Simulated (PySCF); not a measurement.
A structure optimised at PBE-D3(BJ)/def2-SVP, used in a PySCF frequency run:

```xyz
6

Te     1.1051     0.4534     0.0000
I     -0.4460    -1.8176     0.0000
Ge    -0.9354     2.0515     0.0000
H     -0.3299     3.4811     0.0000
H     -1.7821     1.8137     1.2742
H     -1.7821     1.8137    -1.2742
```

**Question.** Write its SMILES, formula and point group.

**Answer.** [GeH3][Te]I, GeH₃ITe, Cs

**Question.** What are its rotational constants (standard atomic weights)?

**Answer.** 1.9965, 0.65362, 0.49557 GHz
